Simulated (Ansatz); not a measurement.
Reaction (substitution at a C–O bond): `C[O][GeH3]` + `[NH2][InH][OH]` → `C[NH][InH][OH]` + `[OH][GeH3]`

Gas-phase electronic energies from Ansatz, PBE0-D4/def2-TZVP geometries. CCSD(T)/CBS is the MP2 limit (def2-TZVPP, def2-QZVPP) plus CCSD(T) − MP2 in def2-TZVPP, frozen cores. DFT in def2-TZVPP. B3LYP here is the variant with VWN-RPA as its local correlation; programs differ in this. Elements past krypton have def2 core potentials. For Ge, In outer-core shells are correlated without core-valence functions, which leaves a few kJ/mol of doubt a bond. Scalar relativity is left out up to krypton. One conformer a species, not always the lowest.

```json
{"level": "PBE-D4", "ΔE (kJ/mol)": "-10.0", "difference from CCSD(T)/CBS": "1.0"}
{"level": "PBE0-D4", "ΔE (kJ/mol)": "-10.4", "difference from CCSD(T)/CBS": "0.6"}
{"level": "B3LYP-D4", "ΔE (kJ/mol)": "-7.5", "difference from CCSD(T)/CBS": "3.5"}
{"level": "ωB97X-V", "ΔE (kJ/mol)": "-7.9", "difference from CCSD(T)/CBS": "3.1"}
{"level": "ωB97M-V", "ΔE (kJ/mol)": "-8.6", "difference from CCSD(T)/CBS": "2.4"}
{"level": "B2PLYP", "ΔE (kJ/mol)": "-8.3", "difference from CCSD(T)/CBS": "2.7"}
{"level": "PBE0", "ΔE (kJ/mol)": "-9.8", "difference from CCSD(T)/CBS": "1.2"}
{"level": "B3LYP", "ΔE (kJ/mol)": "-6.5", "difference from CCSD(T)/CBS": "4.5"}
{"level": "MP2/def2-TZVPP", "ΔE (kJ/mol)": "-12.3", "difference from CCSD(T)/CBS": "-1.3"}
{"level": "SCS-MP2/def2-TZVPP", "ΔE (kJ/mol)": "-10.0", "difference from CCSD(T)/CBS": "1.0"}
{"level": "CCSD/def2-TZVPP", "ΔE (kJ/mol)": "-9.6", "difference from CCSD(T)/CBS": "1.4"}
{"level": "CCSD(T)/def2-TZVPP", "ΔE (kJ/mol)": "-10.2", "difference from CCSD(T)/CBS": "0.8"}
{"level": "HF/def2-QZVPP", "ΔE (kJ/mol)": "-3.6", "difference from CCSD(T)/CBS": "7.4"}
{"level": "MP2/def2-QZVPP", "ΔE (kJ/mol)": "-12.8", "difference from CCSD(T)/CBS": "-1.8"}
{"level": "SCS-MP2/def2-QZVPP", "ΔE (kJ/mol)": "-10.7", "difference from CCSD(T)/CBS": "0.3"}
{"level": "CCSD/CBS(def2)", "ΔE (kJ/mol)": "-10.5", "difference from CCSD(T)/CBS": "0.5"}
{"level": "CCSD(T)/CBS", "ΔE (kJ/mol)": "-11.0", "difference from CCSD(T)/CBS": "0"}
```

Largest T1 diagnostic among the species: 0.016.

In def2-TZVPP, CCSD(T) changes the Hartree–Fock value by −6.6 kJ/mol (the triples alone add −0.6 kJ/mol) and MP2 by −8.7 kJ/mol.
